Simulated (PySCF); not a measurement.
Molfile (atoms numbered from 1):
```
C7H18BNO
     RDKit          3D

 28 28  0  0  0  0  0  0  0  0999 V2000
    3.9510   -0.8195   -0.5437 C   0  0  0  0  0  0  0  0  0  0  0  0
    3.1544   -0.3056    0.6374 C   0  0  0  0  0  0  0  0  0  0  0  0
    1.8357   -0.8015    0.6693 O   0  0  0  0  0  0  0  0  0  0  0  0
    0.9335   -0.2405   -0.2250 C   0  0  1  0  0  0  0  0  0  0  0  0
    0.4123   -1.1874   -1.2972 C   0  0  0  0  0  0  0  0  0  0  0  0
   -0.9435   -0.6260   -1.7646 C   0  0  0  0  0  0  0  0  0  0  0  0
   -1.2663    0.6256   -0.7629 B   0  0  0  0  0  0  0  0  0  0  0  0
   -0.2758    0.2564    0.5010 N   0  0  0  0  0  0  0  0  0  0  0  0
    0.0444    1.4150    1.3379 C   0  0  0  0  0  0  0  0  0  0  0  0
   -0.8713   -0.8033    1.3331 C   0  0  0  0  0  0  0  0  0  0  0  0
    3.5311   -0.4673   -1.4984 H   0  0  0  0  0  0  0  0  0  0  0  0
    4.9934   -0.4704   -0.4869 H   0  0  0  0  0  0  0  0  0  0  0  0
    3.9519   -1.9198   -0.5561 H   0  0  0  0  0  0  0  0  0  0  0  0
    3.6168   -0.6312    1.5819 H   0  0  0  0  0  0  0  0  0  0  0  0
    3.1449    0.8022    0.6457 H   0  0  0  0  0  0  0  0  0  0  0  0
    1.3602    0.6636   -0.6947 H   0  0  0  0  0  0  0  0  0  0  0  0
    1.1660   -1.2726   -2.0949 H   0  0  0  0  0  0  0  0  0  0  0  0
    0.3341   -2.1918   -0.8502 H   0  0  0  0  0  0  0  0  0  0  0  0
   -1.7113   -1.4161   -1.7394 H   0  0  0  0  0  0  0  0  0  0  0  0
   -0.8928   -0.2872   -2.8100 H   0  0  0  0  0  0  0  0  0  0  0  0
   -2.4016    0.7257   -0.3119 H   0  0  0  0  0  0  0  0  0  0  0  0
   -0.8374    1.7015   -1.1793 H   0  0  0  0  0  0  0  0  0  0  0  0
    0.4859    2.1979    0.7091 H   0  0  0  0  0  0  0  0  0  0  0  0
    0.7440    1.1294    2.1387 H   0  0  0  0  0  0  0  0  0  0  0  0
   -0.8834    1.8045    1.7765 H   0  0  0  0  0  0  0  0  0  0  0  0
   -0.1328   -1.1790    2.0552 H   0  0  0  0  0  0  0  0  0  0  0  0
   -1.2157   -1.6244    0.6950 H   0  0  0  0  0  0  0  0  0  0  0  0
   -1.7409   -0.3839    1.8526 H   0  0  0  0  0  0  0  0  0  0  0  0
  1  2  1  0
  2  3  1  0
  3  4  1  0
  4  5  1  0
  5  6  1  0
  6  7  1  0
  7  8  1  0
  8  9  1  0
  8 10  1  0
  8  4  1  0
  1 11  1  0
  1 12  1  0
  1 13  1  0
  2 14  1  0
  2 15  1  0
  4 16  1  6
  5 17  1  0
  5 18  1  0
  6 19  1  0
  6 20  1  0
  7 21  1  0
  7 22  1  0
  9 23  1  0
  9 24  1  0
  9 25  1  0
 10 26  1  0
 10 27  1  0
 10 28  1  0
M  CHG  2   7  -1   8   1
M  END
```

Geometry: PBE0-D3(BJ)/def2-SVP; GIAO absolute shieldings from PySCF 2.14, gas phase, non-relativistic, averaged over equivalent atoms.

At PBE0/pcSseg-1 (260 basis functions, 2.6 min wall time on 1 thread of an Arm Neoverse N1, shared host):
```csv
atoms,σ (ppm)
C4,82.5
C2,114.6
C9,136.5
C10,145.3
C5,150.7
C1,166.2
C6,179.3
O3,270.6
B7,109.5
N8,183.1
H14,27.43
H16,27.63
H15,28.07
H21,28.94
H23/H24/H25,28.94
H22,29.07
H26/H27/H28,29.11
H17,29.35
H18,29.66
H11/H12/H13,30.17
H19,30.55
H20,30.58
```

Task: Predict the values at WP04/pcSseg-1 on the same geometry.

Result: 
```csv
atoms,σ at WP04/pcSseg-1,change
C4,68.1,-14.4
C2,101.0,-13.6
C9,124.3,-12.2
C10,131.5,-13.8
C5,137.0,-13.7
C1,153.0,-13.2
C6,163.6,-15.7
O3,256.6,-14.0
B7,101.5,-8.0
N8,164.1,-19.0
H14,27.93,+0.50
H16,27.93,+0.30
H15,28.48,+0.41
H21,29.74,+0.80
H23/H24/H25,29.26,+0.32
H22,29.90,+0.83
H26/H27/H28,29.38,+0.27
H17,29.78,+0.43
H18,30.00,+0.34
H11/H12/H13,30.46,+0.29
H19,30.95,+0.40
H20,30.99,+0.41
```

The largest change is at N8 (donor nitrogen of a Lewis adduct). Cost: 260 basis functions, 120 s wall time on 1 thread of an Arm Neoverse N1, shared host. The order of the carbon signals is the same at both levels.

A carbon bonded to boron is broadened by the quadrupolar boron nucleus and is often missing from a measured spectrum.
